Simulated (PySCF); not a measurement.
Ta(NH)(Cl)2(Me) (CH₄Cl₂NTa), SMILES [Ta]([Cl])([CH3])(=[NH])[Cl], multiplicity 1.

The structure is a stationary point at PBE0-D3(BJ)/def2-SVP. The spin state was assumed, not searched. The structure was generated by enumeration; whether it is a known compound was not checked. The def2 effective core potentials stand for the cores of Ta; spin–orbit coupling is left out.

Method: PySCF with r2SCAN/def2-TZVP.

The molecule is in vacuum.

Computed frontier levels, gap, dipole moment and polarisability:
highest occupied level: -7.20 eV
lowest empty level: -2.77 eV
orbital gap: 4.43 eV
dipole moment: 1.44 D
quadrupole, principal values (traceless, Buckingham form, about the centre of nuclear charge): -7.20, 0.51, 6.68 D·Å
mean static polarisability: 84.5 bohr³ (12.52 Å³)
polarisability, principal values: 80.8, 83.7, 88.9 bohr³
